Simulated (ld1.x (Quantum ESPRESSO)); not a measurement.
What one change does to a pseudopotential (silicon (Si), RRKJ)

silicon, norm-conserving RRKJ (Kleinman–Bylander form), made with ld1.x (Quantum ESPRESSO) 7.5 (PBE, scalar-relativistic). Core [Ne], reference 3s1.5 3p2.5. Waves: 3s (bound): rc 1.70 bohr; 3p (bound): rc 1.50 bohr. Local part: all-electron potential smoothed inside 1.70 bohr (lloc = -1). Core correction: Bessel-smoothed model core inside 0.75 bohr. rho0 = 0.02.

All-electron outer shells of the reference configuration (PBE, scalar-relativistic, ld1.x):

```json
{"shell": "2s", "level (eV)": "-140.34", "outermost node (bohr)": "0.15", "outermost maximum (bohr)": "0.45"}
{"shell": "2p", "level (eV)": "-96.40", "outermost node (bohr)": "–", "outermost maximum (bohr)": "0.39"}
{"shell": "3s", "level (eV)": "-11.20", "outermost node (bohr)": "0.72", "outermost maximum (bohr)": "1.77"}
{"shell": "3p", "level (eV)": "-4.38", "outermost node (bohr)": "0.72", "outermost maximum (bohr)": "2.14"}
```

Change: local potential the s channel.

Cutoffs: the cutoffs (Ry, on a coarse ladder) from which the occupation-weighted sum of valence levels, in a spherical-Bessel basis at the reference potential, stays within 10 and 1 mRy of its value at 400 Ry; they do not see the model core or the augmentation charge, which bear on the density cutoff. Errors are all-electron minus pseudo energies relative to the spin-unpolarised reference configuration.

**Question.** How do hardness, ghosts and transferability respond?

**Answer.** The potential gets softer (40 Ry and 55 Ry → 35 Ry and 50 Ry); of the 7 tests that both files solve, the error grows in 0 and shrinks in 4 by more than 15 % and 0.3 meV (median size 1.0 → 0.7 meV); the range in which the s phases agree widens (upper end 2.1 → 4.4); neither file shows a bound ghost.

| quantity | base | changed |
| --- | --- | --- |
| cutoff, loose | 40 Ry | 35 Ry |
| cutoff, tight | 55 Ry | 50 Ry |
| loose cutoff by channel (10 mRy a level) | s 35 Ry, p 6 Ry | p 6 Ry, s 12 Ry |
| bound ghosts | none | none |
| error for 3s2 3p2, meV [ΔE -3.39 eV] | +0.4 | +0.2 |
| error for 3s2 3p1, meV [ΔE 4.35 eV] | +1.7 | +1.3 |
| error for 3s2 3p0, meV [ΔE 20.35 eV] | +16 | +11 |
| error for 3s2 3p2.3, meV [ΔE -4.32 eV] | +1.0 | +0.7 |
| error for 3s1 3p3, meV [ΔE 3.43 eV] | +0.2 | +0.1 |
| error for 3s1 3p0, meV [ΔE 54.32 eV] | +56 | +37 |
| error for 3s2 3p1.5, meV [ΔE -0.47 eV] | +0.1 | 0.0 |
| s: phases at 1.85 bohr within 0.05 rad from the reference energy up to (Ry; the scan ends near 5) | 2.1 | 4.4 |
| p: phases at 1.85 bohr within 0.05 rad from the reference energy up to (Ry; the scan ends near 5) | 3.3 | 2.8 |
